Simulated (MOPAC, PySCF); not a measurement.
C8H9FSi, SMILES `C=Cc1c(F)cccc1[SiH3]` (C–C–C–C torsion 145°), neutral singlet in the gas phase. 

Cartesian coordinates (Å):
SMILES: C=Cc1c(F)cccc1[SiH3]
```xyz
19

C     -2.1500     1.5678    -0.3852
C     -1.3050     1.2908     0.6138
C     -0.0583     0.5211     0.5034
C      1.0152     0.9042     1.3197
F      0.8445     1.9349     2.1510
C      2.2497     0.2743     1.2972
C      2.4329    -0.8010     0.4338
C      1.3799    -1.2291    -0.3720
C      0.1304    -0.5909    -0.3513
Si    -1.2282    -1.3664    -1.4082
H     -3.0631     2.1399    -0.2043
H     -1.9554     1.2660    -1.4182
H     -1.5204     1.6916     1.6096
H      3.0426     0.6371     1.9535
H      3.3959    -1.3154     0.4006
H      1.5303    -2.0958    -1.0207
H     -2.5186    -1.4677    -0.6666
H     -1.4699    -0.6250    -2.6849
H     -0.7526    -2.7365    -1.7713
```
Charge 0, spin multiplicity 1.

All levels are single points at this geometry (PBE0-D3(BJ)/def2-SVP); Pople sets use spherical d functions. Orbital energies aren't observables, and empty levels follow the basis.

B3LYP/6-311+G** in PySCF gives HOMO (eV) = -6.73.

Problem. Estimate the HOMO (eV) from each of these levels: PBE0-D3(BJ)/def2-TZVP in PySCF; ωB97X-D3(BJ)/def2-TZVP in PySCF; B3LYP/6-31G* in PySCF; HF/STO-3G in PySCF; AM1 in MOPAC.

Solution. 
```json
[
 {"level": "PBE0-D3(BJ)/def2-TZVP in PySCF", "HOMO (eV)": "-6.90"},
 {"level": "ωB97X-D3(BJ)/def2-TZVP in PySCF", "HOMO (eV)": "-9.04"},
 {"level": "B3LYP/6-31G* in PySCF", "HOMO (eV)": "-6.35"},
 {"level": "HF/STO-3G in PySCF", "HOMO (eV)": "-6.72"},
 {"level": "AM1 in MOPAC", "HOMO (eV)": "-9.20"}
]
```
